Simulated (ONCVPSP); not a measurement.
Before and after: ONCV potential for antimony

ONCVPSP 4.0.1 input, shortened (lines: element, Z, core and valence counts, functional; n l f; lmax; l rc ep ncon nbas qcut; lloc lpopt rc5 dvloc0; l nproj debl; icmod fcfact rcfact), PBEsol, scalar-relativistic:

```
  Sb 51.00    6    5  -116133      upf
    1    0    2.00
    2    0    2.00
    2    1    6.00
    3    0    2.00
    3    1    6.00
    3    2   10.00
    4    0    2.00
    4    1    6.00
    4    2   10.00
    5    0    2.00
    5    1    3.00
    2
    0    1.35    0.00    3    6    9.90
    1    1.45    0.00    4    9   11.30
    2    1.40    0.00    4    8   10.50
    4    1    0.95    1.00
    0    2    0.60
    1    2    2.00
    2    2    1.40
    3    3.50    1.55
```

Change: p: qcut 6.5.

Cutoffs: the cutoffs (Ha) at which the residual kinetic energy of the hardest occupied pseudo-wave falls to 1 and 0.1 mHa per electron; they do not see the model core or the augmentation charge, which bear on the density cutoff. Errors are all-electron minus pseudo energies relative to the spin-unpolarised reference configuration.

Problem. How do hardness, ghosts and transferability respond?

Solution. The potential gets harder (42 Ha and 48 Ha → 42 Ha and 116 Ha); the errors of the 4 common tests hardly move; neither file shows a bound ghost.

```csv
quantity,base,changed
"cutoff, loose",42 Ha,42 Ha
"cutoff, tight",48 Ha,116 Ha
loose cutoff by channel,"s 35 Ha, p 25 Ha, d 42 Ha","s 35 Ha, p 28 Ha, d 42 Ha"
bound ghosts,none,none
GHOST(+) flags under 300 eV,none,none
"error for 4s2 4p6 4d10 5s2 5p2, meV [ΔE 8.34 eV]",-1.7,-1.7
"error for 4s2 4p6 4d10 5s2 5p1, meV [ΔE 24.36 eV]",-5.5,-5.3
"error for 4s2 4p6 4d10 5s2 5p0, meV [ΔE 48.80 eV]",-12,-12
"error for 4s2 4p6 4d10 5s2 5p2.5, meV [ΔE 3.27 eV]",-0.7,-0.6
s: phases at 1.37 bohr within 0.05 rad from the reference energy up to (Ha; the scan ends near 5),to the end of the scan,to the end of the scan
p: phases at 1.47 bohr within 0.05 rad from the reference energy up to (Ha; the scan ends near 5),to the end of the scan,to the end of the scan
d: phases at 1.42 bohr within 0.05 rad from the reference energy up to (Ha; the scan ends near 5),to the end of the scan,to the end of the scan
"rms error of d²Exc/dni dnj with the model core, mHa",1.48,1.49
```
